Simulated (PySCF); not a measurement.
# Exercise with solution: oscillator strength and radiative lifetime

C₂H₇ClOSi, SMILES C[C@@H](O)[SiH2]Cl.

Coordinates come from a r2SCAN-D4/def2-SVP optimisation. The structure was generated by enumeration; whether it is a known compound was not checked. The values are those of a single conformer.

TDDFT-PBE/def2-SVPD (PySCF) puts the first singlet state with f over 0.02 at 6.77 eV (vertical), with the transition dipole (-0.522, 0.408, 0.107) in atomic units.

Q: Find the oscillator strength, the wavelength and the radiative lifetime that this transition would have in vacuum if emission retraced absorption.

A: 
|μ|² = 0.4504 au, so |μ| = 1.71 D. ΔE = 6.77/27.211 = 0.2488 hartree. f = (2/3) ΔE |μ|² = 0.075 (the program prints 0.075).
λ = 1239.84/6.77 = 183 nm; ν = 54604 cm⁻¹.
Einstein's coefficient A = 0.6670 ν² f s⁻¹ (ν in cm⁻¹) = 1.5e8 s⁻¹, so τ = 1/A = 6.7 ns. This state is S5; the lower singlets have f = 0.005, 0.000, 0.008, 0.012. The figure is the radiative limit of this one transition; relaxation, internal conversion, crossing to triplets and a medium change what is measured.
